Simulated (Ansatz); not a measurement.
The first iterations of a band of ClH3OSi + H3P (10 atoms, charge 0, multiplicity 1).

Method: RHF/def2-SVP (Ansatz).

- movable images: 5
- climbing image: from the first iteration
- spring: 5.0 eV/Å²
- optimiser: lbfgs
- start path: through a guess of the saddle point
- force threshold: 0.05 eV/Å
- iteration limit: 60
- end points: relaxed

First end point:

```xyz
10
Properties=species:S:1:pos:R:3
Si -0.636 0.621 -0.280
O -0.298 0.356 1.298
H 0.258 -0.357 1.572
H 0.587 0.824 -1.076
H -1.543 1.770 -0.353
Cl -1.595 -1.029 -1.099
P 1.578 -3.501 1.467
H 0.502 -3.063 0.662
H 2.441 -2.429 1.134
H 1.098 -2.917 2.663
```

Last end point:

```xyz
10
Properties=species:S:1:pos:R:3
Si 0.418 -0.213 -0.491
O -0.589 -1.200 2.685
H -1.330 -1.410 2.136
H 0.697 0.315 -1.841
H 0.334 0.897 0.472
Cl -1.478 -1.101 -0.604
P 2.073 -1.642 0.068
H 1.423 -2.219 1.175
H 1.730 -2.637 -0.874
H -0.889 -0.515 3.263
```

| iteration | highest image above the first end (eV) | largest band force component (eV/Å) |
| --- | --- | --- |
| 1 | 82.443 | 626.047 |
| 2 | 14.489 | 44.879 |
| 3 | 6.772 | 7.413 |
| 4 | 5.733 | 3.698 |
| 5 | 5.024 | 3.516 |
| 6 | 4.177 | 2.317 |
| 7 | 3.886 | 2.877 |
| 8 | 3.841 | 2.362 |
| 9 | 3.818 | 1.125 |
| 10 | 3.766 | 0.774 |
| 11 | 3.702 | 0.947 |
| 12 | 3.671 | 0.938 |
| 13 | 3.638 | 0.770 |
| 14 | 3.484 | 1.582 |
| 15 | 3.430 | 0.480 |
| 16 | 3.410 | 0.579 |
| 17 | 3.398 | 0.601 |
| 18 | 3.389 | 0.518 |
| 19 | 3.381 | 0.483 |
| 20 | 3.306 | 2.285 |

Task: Does the band converge within its limit, and where does its top end?

Result: The run ended unconverged. It ended after 60 iterations with the highest image 3.264 eV above the first end. The band didn't meet its force threshold, so its energies are provisional: the largest band force was still 1.21 eV/Å, and over the last iterations the top stayed at 3.26 eV. Neighbouring images lie up to 1.6 Å apart, so the band is torn or far too coarse. The orbitals stay closed-shell, which can raise the energy where a bond breaks towards radicals; this wasn't checked here.

The run took 4.1 min on 2 threads of Arm Neoverse V2, on a shared host, peak memory 0.2 GiB.
